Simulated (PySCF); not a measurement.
## A series of related molecules

Method: TDDFT CAM-B3LYP/aug-cc-pVDZ excited states, vertical, gas phase in PySCF. Geometry: PBE0-D3(BJ)/def2-SVP.

Each molecule in one low-energy conformer.

(1) How does the largest two-photon cross section among the few lowest singlets (linear parallel light, single beam, Lorentzian half width 0.1 eV, states within 0.08 eV summed) change along this series?
- O=C(O)c1ccccc1S (H on C replaced by SH)
- CSc1ccccc1C(=O)O (H on C replaced by SCH3)
- O=C(O)c1ccccc1F (H on C replaced by F)

## Answers

(1) 
| molecule | S1 (eV) | f(S1) | largest σ (GM) | at photon λ (nm) |
| --- | --- | --- | --- | --- |
| O=C(O)c1ccccc1S | 4.33 | 0.101 | 1.7 | 429 |
| CSc1ccccc1C(=O)O | 3.98 | 0.030 | 1.5 | 432 |
| O=C(O)c1ccccc1F | 4.99 | 0.045 | 1.0 | 438 |

The largest two-photon cross section among the few lowest singlets (linear parallel light, single beam, Lorentzian half width 0.1 eV, states within 0.08 eV summed) is lowest for O=C(O)c1ccccc1F and highest for O=C(O)c1ccccc1S.
